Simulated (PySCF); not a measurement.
**C⁺ (carbon, charge +1): UHF calculation**

Configuration: [He] 2s1 2p1 3s1, high-spin 4P determinant (an excited configuration). Computed with PySCF 2.14 in aug-cc-pVQZ-DK (6s5p4d3f2g, 80 functions), with the spin-free X2C one-electron Hamiltonian (Gaussian nucleus).

| Item | Value |
| --- | --- |
| Total energy | -36.618408 hartree |
| One-electron energy | -45.4587 hartree |
| Hartree (Coulomb) energy | 13.4556 hartree |
| Exchange energy | -4.6153 hartree |
| ⟨S²⟩ | 3.7500 |
| ⟨L²⟩ | 2.024 |
| Sum of ⟨r⟩ | 7.420 bohr |
| Sum of ⟨r²⟩ | 24.50 bohr² |
| Traceless quadrupole moment −½Σ⟨3z² − r²⟩ along its main axis | -0.186 e·bohr² |
| Langevin diamagnetic susceptibility | -19.4 ×10⁻⁶ cm³/mol |

| shell | electrons | mean orbital energy (hartree) | rms radius, mean of both spins (bohr) |
| --- | --- | --- | --- |
| 1s α | 1 | -12.35598 | 0.311 |
| 1s β | 1 | -12.23813 | 0.311 |
| 2s α | 1 | -1.56431 | 1.46 |
| 2p α | 1 | -1.25334 | 1.46 |
| 3s α | 1 | -0.36636 | 4.48 |

The outer electron is Rydberg-like, and this basis confines it to a smaller radius and binds it less than a complete one would.

Spin-orbit constants ζ (cm⁻¹) from the X2C one-electron operator on these orbitals: bare nucleus, nucleus screened by l(l+1)(2l+1)/3 electrons, and screened by the Breit-Pauli mean field of the electrons.

```json
{"shell": "2p", "bare": "94.88", "screened nucleus": "63.25", "mean field": "52.06"}
```

To first order the Landé constant is A = 17.35 cm⁻¹, so the lowest level has J = 1/2 and lies 0.00538 eV below the centre of the term. This holds in LS coupling only.
